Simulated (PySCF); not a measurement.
Species: C8H8S.
Structure used (GFN2-xTB), in Å, numbered top down from 1:
```
atom  x, y, z in Å
C1     2.7734   -1.0892   -0.1813
C2     1.5400   -0.6055   -0.1037
C3     0.2072   -1.1650    0.0915
C4    -0.3968    0.0691    0.0299
C5    -1.7393    0.5186    0.1282
C6    -2.8016   -0.5076    0.3584
S7    -2.1190    2.1134   -0.0024
C8     0.9096    0.7475   -0.1772
C9     1.3336    1.9844   -0.3531
H10    3.6204   -0.4422   -0.3299
H11    2.9712   -2.1450   -0.0975
H12   -0.1487   -2.1692    0.2292
H13   -3.7819   -0.0391    0.3834
H14   -2.7787   -1.2560   -0.4340
H15   -2.6259   -1.0204    1.3047
H16    0.6503    2.8154   -0.3680
H17    2.3795    2.2027   -0.4882
```

Vertical excitations from PySCF (density fitting, frozen core in the response, grid level 2 and gas phase unless stated; continuum runs use non-equilibrium linear response for the excitations) on a GFN2-xTB geometry. Reference run:

| settings | S1, eV (f) | S2, eV (f) | S3, eV (f) | S4, eV (f) | S5, eV (f) | S6, eV (f) | T1, eV (Tamm–Dancoff) | mean α (au) |
| --- | --- | --- | --- | --- | --- | --- | --- | --- |
| PBE0/def2-SVPD, full TDDFT, 6 singlets | 1.89 (0.000) | 3.31 (0.036) | 3.78 (0.446) | 4.72 (0.000) | 5.11 (0.075) | 5.16 (0.000) | 1.45 | 133.0 |

Q: What do these settings give: (1) B97-2/def2-SVPD, grid level 3, full TDDFT, 12 singlets; (2) PBE0/6-31G*, TDA, 12 singlets; (3) mPW1PW91/3-21G, TDA, 12 singlets?

A: 
```json
{"settings": "B97-2/def2-SVPD, grid level 3, full TDDFT, 12 singlets", "S1, eV (f)": "1.87 (0.000)", "S2, eV (f)": "3.23 (0.027)", "S3, eV (f)": "3.74 (0.446)", "S4, eV (f)": "4.59 (0.000)", "S5, eV (f)": "5.05 (0.077)", "S6, eV (f)": "5.10 (0.000)", "T1, eV (Tamm–Dancoff)": "–", "mean α (au)": "133.2"}
{"settings": "PBE0/6-31G*, TDA, 12 singlets", "S1, eV (f)": "1.96 (0.000)", "S2, eV (f)": "3.38 (0.014)", "S3, eV (f)": "4.20 (0.698)", "S4, eV (f)": "4.94 (0.000)", "S5, eV (f)": "5.21 (0.000)", "S6, eV (f)": "5.46 (0.200)", "T1, eV (Tamm–Dancoff)": "1.50", "mean α (au)": "112.2"}
{"settings": "mPW1PW91/3-21G, TDA, 12 singlets", "S1, eV (f)": "2.02 (0.000)", "S2, eV (f)": "3.54 (0.015)", "S3, eV (f)": "4.35 (0.718)", "S4, eV (f)": "5.01 (0.000)", "S5, eV (f)": "5.44 (0.001)", "S6, eV (f)": "5.59 (0.183)", "T1, eV (Tamm–Dancoff)": "1.57", "mean α (au)": "104.3"}
```

(1) S1 moves by -0.02 eV (B97-2 has 21 % exact exchange, PBE0 25 % exact exchange). (2) S1 moves by +0.07 eV; basis and response scheme change together, so the shift can't be laid on one. (3) S1 moves by +0.13 eV; functional, basis and response scheme change together, so the shift can't be laid on one. States are counted by energy in each run and needn't keep their character from row to row.

All basis functions are spherical, in the Pople sets too.

Q: Which orbital pairs make up S1 in each run, and how does it sit against the orbital gap?

A: 
| settings | S1 configurations (weight) | S1 (eV) | orbital gap (eV) | S1 − gap (eV) |
| --- | --- | --- | --- | --- |
| PBE0/def2-SVPD, full TDDFT, 6 singlets | H→L 0.99 | 1.89 | 3.37 | -1.48 |
| B97-2/def2-SVPD, grid level 3, full TDDFT, 12 singlets | H→L 0.99 | 1.87 | 3.09 | -1.22 |
| PBE0/6-31G*, TDA, 12 singlets | H→L 0.99 | 1.96 | 3.42 | -1.46 |
| mPW1PW91/3-21G, TDA, 12 singlets | H→L 0.99 | 2.02 | 3.47 | -1.45 |

One conformer stands for the species.
